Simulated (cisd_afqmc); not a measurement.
Input (AFQMC/CISD/cc-pV(D+d)Z; cisd_afqmc is a phaseless AFQMC code with CISD trial states that reads the integrals written by Ansatz): A basis named .json is the Basis Set Exchange file of that set.

Ansatz 0.2 input:
```python
import cisd_afqmc

open("ham.yaml", "w").write("""\
crystal:
  periodic: [false, false, false]
  atoms:
    - {symbol: C, position_ang: [-1.04362215, 0.14891845, -0.14969924]}
    - {symbol: S, position_ang: [0.55418527, -0.01630678, 0.03077809]}
    - {symbol: H, position_ang: [-1.39596080, 0.95534934, -0.78706621]}
    - {symbol: H, position_ang: [-1.76903875, -0.49975121, 0.32998966]}
    - {symbol: H, position_ang: [0.55976817, -1.08820041, 0.86282249]}
basis:
  gaussian:
    orbitals: cc-pV_D+d_Z.json
total_charge: 1
magnetization: {spin_polarized: false}
correlation: {method: ccsd, electrons: outside_noble_gas, hamiltonian_folder: ham}
""")
rep = cisd_afqmc.ansatz("ham.yaml")
e_ccsd = rep["correlation"]["coupled_cluster"]["energy"]["hartree"]
out = cisd_afqmc.run("ham", e_ccsd, trial="CISD", walkers=200, populations=8, threads=8, dt=0.005, steps=40, early=24, settle=10, least=32,
    cut=5e-5, rank_cut=2e-4, target=0.0004, seconds=1500, seed=1, memory=17280, gpu=False)
```

Output:

```
orbitals 46, occupied [6], factors 270 of 490, rank of the doubles 112 of 240
E(HF) = -436.841168
E(CCSD) on the cut factors = -437.135113, shift to the whole factors -0.000012
Energy of the trial state on the determinant = -437.135054
  tau behind 7.2 of longer steps, mean of the populations' last blocks
   2.0  -437.14682
   4.0  -437.14809
   6.0  -437.14762
   8.0  -437.14851
blocks 363 (0 outliers left out), error by blocks joined: 1: 0.00018, 2: 0.00023, 4: 0.00027, 8: 0.00031, 16: 0.00032
E(AFQMC/CISD) = -437.14818 +/- 0.00032
```
